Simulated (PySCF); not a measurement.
A calculated (LDA, PySCF 2.14, aug-cc-pVDZ-X2C, scalar relativity by spin-free X2C-1e) atom or ion has these occupied shells.

| shell | electrons | orbital energy (eV) | rms radius, mean of both spins (bohr) |
| --- | --- | --- | --- |
| 1s β | 1 | -3931.1 | 0.0889 |
| 1s α | 1 | -3931.1 | 0.0889 |
| 2s α | 1 | -408.85 | 0.396 |
| 2s β | 1 | -408.73 | 0.396 |
| 2p α | 3 | -330.40 | 0.364 |
| 2p β | 3 | -330.31 | 0.364 |
| 3s α | 1 | -43.863 | 1.25 |
| 3s β | 1 | -43.313 | 1.25 |
| 3p α | 3 | -25.242 | 1.41 |
| 3p β | 3 | -24.649 | 1.41 |
| 3d α | 2 | -1.042 | 4.63 |

(1) Name the element and its charge.

Answers

(1) Ca (calcium, neutral), in [Ar] 3d2, high-spin 3F determinant (an excited configuration).
